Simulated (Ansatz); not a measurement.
```yaml
crystal:
  periodic: [false, false, false]
  atoms:
    - {symbol: Cu, position_ang: [-0.480114, 0.918597, 0.602496]}
    - {symbol: Cu, position_ang: [-0.726934, -1.311122, -0.650226]}
    - {symbol: Cu, position_ang: [1.345489, -0.860820, 0.744270]}
    - {symbol: Cu, position_ang: [-1.765457, 0.840861, 2.579285]}
    - {symbol: Cu, position_ang: [-0.871167, -1.168537, 1.857655]}
    - {symbol: Se, position_ang: [1.997692, 0.798925, -1.968130]}
    - {symbol: Se, position_ang: [-1.694655, 0.643864, -1.474181]}
    - {symbol: Se, position_ang: [0.053292, 1.691653, -2.859062]}
    - {symbol: Se, position_ang: [1.897639, 1.381960, 0.427281]}
    - {symbol: Se, position_ang: [0.244224, -2.935381, 0.740611]}
basis:
  gaussian: {orbitals: def2-TZVPD, initial_orbitals: start.molden}
total_charge: -1
hamiltonian: {xc: pbe0, dispersion: d4}
scf: {omitted_lower_state_checks: [starts]}
output: {orbitals: {seedname: orbitals}}
```

The file start.molden holds the orbitals of an earlier run on this structure, at another level or in another basis.

```sh
$ ansatz run in.yaml --threads 6 --pin off --events-out ev --progress --plain --max-ram 7833MiB
```

**Question.** Does this run fit into the memory that it is given?

**Answer.** No. It has 525 basis functions, and Ansatz plans for 12 GiB where 8 GiB are given.
